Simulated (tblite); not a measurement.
A tight-binding relaxation on `COC[BH2-][O+](C)[SiH3]`.

Computed with GFN2-xTB geometry optimisation, gas phase (tblite 0.8.0). Start geometry: from a force field or distance geometry. A driver script takes a list of jobs; this job's settings line and coordinates (Å) are shown.

Command:
```bash
OMP_NUM_THREADS=1 python probes_run.py task.json out
```

Input:
```
{"job": {"kind": "relax", "xc": "GFN2-xTB", "basis": "xTB"}, "charge": 0, "multiplicity": 1}
C      3.088300     0.146300     0.561000
O      1.678600     0.030200     0.701100
C      1.188100    -0.819100    -0.300400
B     -0.421200    -0.921700    -0.165000
O     -1.035800     0.407800     0.155500
C     -1.077500     1.212700    -1.026600
Si    -2.676800     0.139000     0.652500
H      3.345900     0.634000    -0.403500
H      3.470200     0.797900     1.373500
H      3.580800    -0.839100     0.659800
H      1.599400    -1.842900    -0.212700
H      1.409600    -0.418900    -1.314200
H     -0.879700    -1.412200    -1.142800
H     -0.611500    -1.700500     0.736500
H     -1.627200     0.746100    -1.869200
H     -0.045500     1.459400    -1.352000
H     -1.539400     2.203100    -0.801700
H     -2.693300    -0.655500     1.900100
H     -3.337800     1.427400     0.924400
H     -3.420300    -0.583100    -0.381100
```

Output:
```
step      E/eV     max force
  0    -657.14114    2.607
  1    -657.39077    1.682
  2    -657.54080    0.706
  3    -657.59154    0.505
  4    -657.63805    0.468
  5    -657.66372    0.385
  6    -657.68767    0.366
  7    -657.70653    0.350
  8    -657.72471    0.364
  9    -657.74119    0.362
... (274 lines left out)
284    -658.32482    0.021
285    -658.32487    0.015
286    -658.32491    0.019
287    -658.32496    0.017
288    -658.32500    0.012
289    -658.32504    0.013
290    -658.32507    0.012
291    -658.32511    0.015
292    -658.32515    0.012
293    -658.32517    0.009
```

«max force» is the largest atomic force in eV/Å.

From which step on does the largest force stay under 0.1 eV/Å, and how much energy is left to gain from there?

From step 267 (0.063 eV/Å), 8.8 meV above the end.

Summary of the converged run: energy lowered by 27.3 kcal/mol over 293 steps; largest atomic force 0.009 eV/Å at the end.

Estimate the wall time. Hardware: one thread of an Arm Neoverse N1, no GPU, on a shared host.

About 3.6 s.
Labels such as C1 count atoms from 1, the log's own numbers from 0.
